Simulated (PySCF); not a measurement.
Species: C5H7NOSi.
Cartesian coordinates in Å at the PBE0-D3(BJ)/def2-SVP level; atoms count from 1:
```xyz
15
C5H7NOSi angstrom
N     -2.0013    0.7574    1.7636
C     -2.4974    0.4085    0.6455
Si    -1.5427   -0.3122   -0.8342
C      0.2836   -0.2064   -0.4755
C      1.3360    0.3626   -1.1465
C      2.5063    0.1217   -0.3669
C      2.0850   -0.5746    0.7271
O      0.7572   -0.7758    0.6743
H     -0.9850    0.5996    1.7742
H     -3.5943    0.5256    0.5380
H     -1.9872   -1.7234   -1.0513
H     -1.8006    0.4706   -2.0792
H      1.2745    0.8939   -2.0944
H      3.5269    0.4256   -0.5886
H      2.5991   -0.9764    1.5971
```

Linear response at CAM-B3LYP/def2-SVPD (PySCF, frozen core in the response, non-relativistic). Isolated species at its PBE0-D3(BJ)/def2-SVP geometry (one conformer only).

Static isotropic polarisability: 93.12 au (13.80 Å³), principal values 70.4, 93.3, 115.7 au.

(1) What is the polarisability at 1064 nm and at the sodium D line?

(2) What is the isotropic C6 coefficient between two such molecules, C6 = (3/π)∫α(iω)² dω?

(3) Which effective excitation energy ω̄ makes London's formula C6 = (3/4)α²ω̄ exact here?

(4) What three-body coefficient follows from the one-pole estimate C9 = (3/4)·α·C6?

(5) The lowest 10 singlets have (eV, f): 4.36, 0.000; 5.82, 0.292; 6.19, 0.005; 6.46, 0.013; 6.56, 0.008; 6.82, 0.005; 6.99, 0.012; 7.20, 0.007; 7.36, 0.019; 7.46, 0.018. What share of the static polarisability do they carry in the sum over states α = Σ f/ω²?

(6) How many electrons N does the Slater–Kirkwood formula C6 = (3/4)·√N·α^(3/2) need to give this C6?

(7) How anisotropic is the static polarisability, by Δα² = ½[(α1 − α2)² + (α2 − α3)² + (α3 − α1)²]?

Answers

(1) 94.17 au at 1064 nm (+1.1 %), 96.71 au at 589.3 nm (+3.9 %). The rise at 589.3 nm is 3.43 times that at 1064 nm; a pure ω² law gives 3.26. The lowest singlet lies at 284 nm, shorter than both wavelengths.

(2) 3241 au (Eh·bohr⁶) by a ten-point quadrature over imaginary frequencies, which is 1940 eV·Å⁶ or 187 J·nm⁶/mol.

(3) ω̄ = 4·C6/(3α²) = 0.498 Eh = 13.6 eV. A one-pole form α(ω) = α/(1 − ω²/ω̄²) fitted to the 1064 nm value gives 11.0 eV. London's choice of the ionisation energy (8.96 eV, ΔSCF at the same level) gives C6 = 2140 au, 34 % too low.

(4) 226000 au. This is an estimate from the two numbers above, not a computed integral.

(5) 7.71 au, 8.3 % of α; the largest term, 6.37 au, is that of the state at 5.82 eV. Their oscillator strengths add up to 0.38. Higher states carry the rest.

(6) N = (4·C6/3)²/α³ = 23.1; the species has 66 electrons in all.

(7) Δα = 39.2 au, or 0.42 of the isotropic value.
